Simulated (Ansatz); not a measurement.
`[CH3][SnH]([OH])[AlH2]`, charge 0, multiplicity 1.

Question: Give a relaxed structure at PBE0-D4/def2-TZVP (Ansatz 0.2.0). (Best estimate.)

Answer: Computed: 
Z-matrix (Å, degrees):
```
C
Sn 1 2.137
H 1 1.090 2 110.7
H 1 1.090 2 109.8 3 120.7
H 1 1.090 2 108.5 3 -120.0
O 2 1.989 1 100.2 3 176.6
Al 2 2.676 1 118.3 3 -66.3
H 2 1.727 1 108.8 3 65.3
H 6 0.959 2 113.4 1 -177.3
H 7 1.589 2 121.5 1 37.9
H 7 1.589 2 119.4 1 -142.2
```
This is one stationary point; other conformers may exist.
